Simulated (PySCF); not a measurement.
Na, charge +1, singlet; HF/6-31G* in PySCF.

PySCF was given this input:
```python
from pyscf import gto, scf

mol = gto.M(
    atom='''
Na    0.000000    0.000000    0.000000
''',
    basis='6-31g*',
    charge=1,
    spin=0,
    verbose=4,
)

mf = scf.RHF(mol)
mf.kernel()
```

The log (banner, timings and long lists left out):

```
PySCF version 2.14.0

[INPUT] verbose = 4
[INPUT] num. atoms = 1
[INPUT] num. electrons = 10
[INPUT] charge = 1
[INPUT] spin (= nelec alpha-beta = 2S) = 0
[INPUT] symmetry False subgroup None
[INPUT] Mole.unit = angstrom
[INPUT] Symbol           X                Y                Z      unit          X                Y                Z       unit  Magmom
[INPUT]  1 Na     0.000000000000   0.000000000000   0.000000000000 AA    0.000000000000   0.000000000000   0.000000000000 Bohr   0.0

nuclear repulsion = 0
number of shells = 8
number of NR pGTOs = 51
number of NR cGTOs = 18
basis = 6-31g*
ecp = {}

******** <class 'pyscf.scf.hf.RHF'> ********
method = RHF
initial guess = minao
damping factor = 0
level_shift factor = 0
DIIS = <class 'pyscf.scf.diis.CDIIS'>
diis_start_cycle = 1
diis_space = 8
diis_damp = 0
SCF conv_tol = 1e-09
SCF conv_tol_grad = None
SCF max_cycles = 50
direct_scf = True
direct_scf_tol = 1e-13
Set gradient conv threshold to 3.16228e-05
Initial guess from minao.
init E= -161.783463440621
  HOMO = -1.52210555232776  LUMO = -0.0760583101634139  gap/eV = 39.34895
cycle= 1 E= -161.659162296163  delta_E= 0.124  |g|= 0.0192  |ddm|= 0.593
  HOMO = -1.81044232790613  LUMO = -0.182228224868607  gap/eV = 44.30596
cycle= 2 E= -161.659275459065  delta_E= -0.000113  |g|= 0.00188  |ddm|= 0.0196
  HOMO = -1.806988203659  LUMO = -0.182000063133164  gap/eV = 44.21818
cycle= 3 E= -161.659276566168  delta_E= -1.11e-06  |g|= 3.9e-05  |ddm|= 0.00188
  HOMO = -1.80700830928715  LUMO = -0.182000220846631  gap/eV = 44.21872
cycle= 4 E= -161.659276566549  delta_E= -3.81e-10  |g|= 1.28e-06  |ddm|= 3.63e-05
  HOMO = -1.80700884505777  LUMO = -0.182000203567861  gap/eV = 44.21874
Extra cycle  E= -161.659276566549  delta_E= -2.27e-13  |g|= 1.32e-07  |ddm|= 1.17e-06
converged SCF energy = -161.659276566549
```
